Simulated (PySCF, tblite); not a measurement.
Question: What does the GFN2-xTB structure of `S(c1c[n-]nn1)C` look like in three dimensions? (Charge -1.)

Answer: 
```xyz
11
C3H4N3S angstrom
C      2.1059   -0.0733   -0.1007
S      0.8729    1.2567   -0.2779
C     -0.5979    0.2824   -0.1231
C     -1.9215    0.6953   -0.1823
N     -2.6681   -0.4025   -0.0045
N     -1.8427   -1.4177    0.1523
N     -0.5826   -1.0416    0.0869
H      1.5291   -0.9780    0.0818
H      2.6837   -0.1521   -1.0190
H      2.7600    0.1566    0.7371
H     -2.3334    1.6768   -0.3367
```

Any rigid rotation of these coordinates is as good. Atoms count from 1 in this order. C3 (substituted aromatic carbon) is planar (angles 128.7°, 123.2° and 108.1°, sum 360.0°, 0.00 Å off the plane of its three neighbours). The C–S distances run from 1.771 Å (S2–C3, drawn single) to 1.822 Å (C1–S2, drawn single), a spread of 0.051 Å. Of the pairs four or more bonds apart, N7···H8 is among the closest relative to their van der Waals radii: 2.11 Å, 77 % of the sum of Bondi's values. N6 (ring nitrogen) is bent (angle 111.9°).

Bonds between heavy atoms (Å): C1–S2 1.822, S2–C3 1.771, C3–C4 1.388, C4–N5 1.339, N5–N6 1.318, N6–N7 1.317, C3–N7 1.341.

Structure optimised with GFN2-xTB, isolated species.

Its GFN2-xTB frequencies are all real (lowest 28 cm⁻¹). Torsions: C1–S2–C3–C4 -179°. 2 starts were optimised and ended at 0.00 and 0.30 kcal/mol (GFN2-xTB); the lowest of these is shown.

One conformer stands for the species.

All values are computed, not measured.
